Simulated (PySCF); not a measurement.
## Core binding energy against partial charge

C₅H₃OP.
Cartesian coordinates in Å at the GFN2-xTB level; atoms count from 1:
```
atom  x, y, z in Å
C1     2.6336   -0.7455    0.0007
C2     1.4785   -0.4166   -0.0002
C3     0.1287   -0.0149   -0.0032
C4    -0.3433    1.2694   -0.0662
P5    -2.1035    1.2957   -0.0429
C6    -2.0407   -0.4127    0.0493
O7    -0.8241   -0.9583    0.0622
H8     3.6426   -1.0317    0.0020
H9     0.2928    2.1332   -0.1228
H10   -2.8558   -1.1139    0.0986
```

Binding energies: delta-SCF UKS SCAN, pcX-2 on the ionised atom, pcseg-1 elsewhere, spin-free X2C (PySCF 2.14.0). Charges: PBE0/pcSseg-1 ground-state density, for the ionised atom.

| atom | environment | C 1s (eV) | Mulliken (e) | IAO (e) | Hirshfeld (e) | ESP (e) |
| --- | --- | --- | --- | --- | --- | --- |
| C1 | terminal alkyne carbon | 290.28 | -0.348 | -0.202 | -0.085 | -0.250 |
| C4 | aromatic CH carbon | 290.33 | -0.430 | -0.408 | -0.129 | -0.258 |
| C2 | alkyne carbon | 290.97 | +0.421 | -0.036 | -0.053 | -0.230 |
| C6 | aromatic CH next to a ring oxygen | 291.58 | -0.138 | -0.209 | -0.035 | -0.143 |
| C3 | substituted aromatic carbon | 292.72 | +0.133 | +0.160 | +0.067 | +0.380 |

Problem. Give the correlation coefficient and slope of binding energy on charge for each scheme.

Solution. Hirshfeld: r = 0.96, slope 13.4 eV per e; ESP: r = 0.92, slope 3.4 eV per e; IAO: r = 0.81, slope 3.8 eV per e; Mulliken: r = 0.52, slope 1.5 eV per e. Hirshfeld charges have the highest r, on only 5 points.

Problem. The point-charge model writes a binding energy as kq + V + constant, with V the potential of the other atoms' charges at the site. What does it give with the ESP charges?

Solution. V = Σ 14.40 eV Å × q/r over all other atoms: +2.31 eV at C1, +3.94 eV at C4, +1.34 eV at C2, +1.70 eV at C6, -5.60 eV at C3. Fitting binding energy − V to q gives k = 16.6 eV per e and leaves an rms residual of 0.88 eV, against 0.35 eV for the fit on q alone. The model has no term for differences in relaxation between sites.

Spin contamination (⟨S²⟩ against 0.75 for a pure doublet) is marked for C 1s of C2 (0.88), which makes this value less certain. Geometry: GFN2-xTB; no solvent, vibrations or thermal averaging.
